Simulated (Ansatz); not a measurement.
Geometry optimisation, RKS PBE0/def2-SVP in Ansatz.

The input (input.yaml):

```yaml
crystal:
  periodic: [false, false, false]
  atoms:
    - { symbol: Si, position_ang: [-0.609673, -0.015251, -0.644668] }
    - { symbol: Br, position_ang: [2.571783, -1.186929, 0.605128] }
    - { symbol: H, position_ang: [0.457494, 0.555862, -1.50508] }
    - { symbol: H, position_ang: [-0.636102, -1.491803, -0.601685] }
    - { symbol: Cl, position_ang: [-2.410348, 0.684472, -1.378138] }
    - { symbol: H, position_ang: [1.553474, -0.494406, 1.415901] }
    - { symbol: O, position_ang: [-0.437972, 0.496715, 0.991263] }
    - { symbol: H, position_ang: [-0.488755, 1.45124, 1.117179] }
basis:
  gaussian: { orbitals: def2-SVP }
hamiltonian:
  xc: pbe0
relax:
  f_tol: 0.03
  max_steps: 50
```

Command:

```bash
$ ansatz run input.yaml --threads 2 --pin off --max-ram 3072MiB --backend cpu --events-out ev --progress --plain --runs-dir out
```

Q: Where does it end, and by what steps?

A: It converged. The force dipped under the threshold on the way, but the program's further checks kept it going. After 25 steps the energy has fallen by 0.154 eV; Br2 moved furthest, 1.61 Å.

```tsv
step	energy less start (eV)	largest force component (eV/Å)	accepted
0	0.0000	1.295	yes
1	-0.0512	0.838	yes
2	-0.0857	0.574	yes
3	-0.1076	0.275	yes
4	-0.1191	0.136	yes
5	-0.1273	0.307	yes
6	-0.1324	0.230	yes
7	-0.1356	0.236	yes
8	-0.1397	0.161	yes
9	-0.1422	0.094	yes
10	-0.1448	0.035	yes
11	-0.1459	0.144	yes
12	-0.1474	0.073	yes
13	-0.1487	0.015	yes
14	-0.1499	0.093	yes
15	-0.1508	0.079	yes
16	-0.1516	0.057	yes
17	-0.1521	0.063	yes
18	-0.1526	0.060	yes
19	-0.1531	0.040	yes
20	-0.1533	0.038	yes
21	-0.1535	0.040	yes
22	-0.1537	0.045	yes
23	-0.1538	0.032	yes
24	-0.1539	0.035	yes
25	-0.1540	0.008	yes
```

```xyz
8
Properties=species:S:1:pos:R:3
Si -0.683 0.100 -0.922
Br 2.255 -1.435 2.161
H -0.484 1.014 -2.077
H -0.321 -1.305 -1.213
Cl -2.672 0.211 -0.392
H 1.392 -0.577 1.390
O 0.289 0.546 0.358
H 0.224 1.447 0.694
```

Whether the end is a true minimum wasn't checked by a vibrational analysis.

The run took 74 s on 2 threads of Arm Neoverse V1 (shared host), peak memory 0.23 GiB.
